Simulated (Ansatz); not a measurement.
Ideal-gas functions of CH$_{4}$FSSn (`[CH3][Sn]([F])[SH]`) radical at 298.15 K and 1 bar, from an Ansatz frequency run at PBE0-D4/def2-TZVP.

Molar mass 185.82 g/mol, point group C1 (symmetry number 1), electronic degeneracy 2, moments of inertia 122.694, 225.665, 286.975 u Å². Harmonic wavenumbers (cm⁻¹, unscaled): 55, 73, 120, 144, 173, 336, 478, 582, 640, 715, 741, 1161, 1428, 1440, 2708, 3069, 3180, 3191.

Use S(trans) = R[1.5 ln M + 2.5 ln T − 1.1517]; rotational temperatures θ = 24.2544 K / I; S(rot) = R[ln(√π/σ · √(T³/θAθBθC)) + 1.5]; for each mode x = 1.438777 ν̃/T, S = R[x/(eˣ − 1) − ln(1 − e⁻ˣ)] and H = RT x/(eˣ − 1); 1 cm⁻¹ = 0.0119627 kJ/mol; R = 8.31446 J/(mol·K).

Task: By hand: the entropy, in J/(mol·K).

Result: Translation 174.0. Rotation: θ = 0.1977, 0.1075, 0.0845 K, giving 114.6. Vibration, mode by mode: 19.37, 17.03, 12.97, 11.51, 10.05, 5.15, 2.99, 2.02, 1.61, 1.21, 1.09, 0.20, 0.07, 0.06, 0.00, 0.00, 0.00, 0.00, in all 85.3. Electronic 5.8. Sum 379.7 J/(mol·K).

Task: By hand: H − E and G − E in kJ/mol, counted from the electronic energy.

Result: Zero-point energy ½ × 20234 × 0.0119627 = 121.0; thermal vibration 12.4; translation, rotation and pV give 4 RT = 9.9. H − E = 143.3 kJ/mol, and G − E = 143.3 − 298.15 × 379.7/1000 = 30.1 kJ/mol.

Vibration gives 22 % of the entropy, 60.9 J/(mol·K) of it from the modes under 150 cm⁻¹: soft modes count most, and the harmonic formula is weakest for them. The sum counts one conformer and one mirror image; others add a mixing term.
